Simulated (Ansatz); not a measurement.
Geometry optimisation, Ansatz, UKS PBE/6-31G.

The input (input.yaml):

```yaml
crystal:
  periodic: [false, false, false]
  atoms:
    - { symbol: C, position_ang: [-0.28912, 0.82966, -0.05451] }
    - { symbol: C, position_ang: [0.30375, -0.46904, 0.23622] }
    - { symbol: C, position_ang: [0.96864, -1.38352, 0.81718] }
    - { symbol: Si, position_ang: [0.35288, -2.49154, -0.60975] }
    - { symbol: H, position_ang: [0.38742, 1.63336, 0.24551] }
    - { symbol: H, position_ang: [-0.494, 0.93225, -1.12318] }
    - { symbol: H, position_ang: [-1.22957, 0.94883, 0.48854] }
magnetization:
  spin_polarized: true
  initial_magnetization: 1
basis:
  gaussian: { orbitals: "6-31G" }
hamiltonian:
  xc: pbe
relax:
  f_tol: 0.015
  max_steps: 40
```

Run as:

```bash
$ ansatz run input.yaml --threads 1 --pin off --max-ram 2048MiB --backend cpu --events-out ev --progress --plain --runs-dir out
```

Where does it end, and by what steps?

The forces met the threshold. The force dipped under the threshold on the way, but the program's further checks kept it going. Limits of this set-up: no polarisation functions. After 15 steps the energy has fallen by 0.206 eV; Si4 moved furthest, 0.24 Å.

```csv
step,energy less start (eV),largest force component (eV/Å),accepted
0,0.0000,1.867,yes
1,-0.0972,0.923,yes
2,-0.1522,0.997,yes
3,-0.1839,0.549,yes
4,-0.1889,0.422,yes
5,-0.2039,0.041,yes
6,-0.2040,0.011,yes
7,-0.2040,0.008,yes
8,-0.2043,0.059,yes
9,-0.2044,0.131,yes
10,-0.2048,0.058,yes
11,-0.2052,0.005,yes
12,-0.2056,0.054,yes
13,-0.2032,0.318,no
14,-0.2056,0.075,no
15,-0.2057,0.005,yes
```

```xyz
7
Properties=species:S:1:pos:R:3
C -0.289 0.809 -0.072
C 0.305 -0.528 0.144
C 1.179 -1.325 0.762
Si 0.169 -2.446 -0.459
H 0.339 1.596 0.383
H -0.409 1.031 -1.146
H -1.293 0.864 0.388
```

Run time: 34 s on 1 thread of Arm Neoverse V2, on a shared host, peak memory 0.12 GiB.
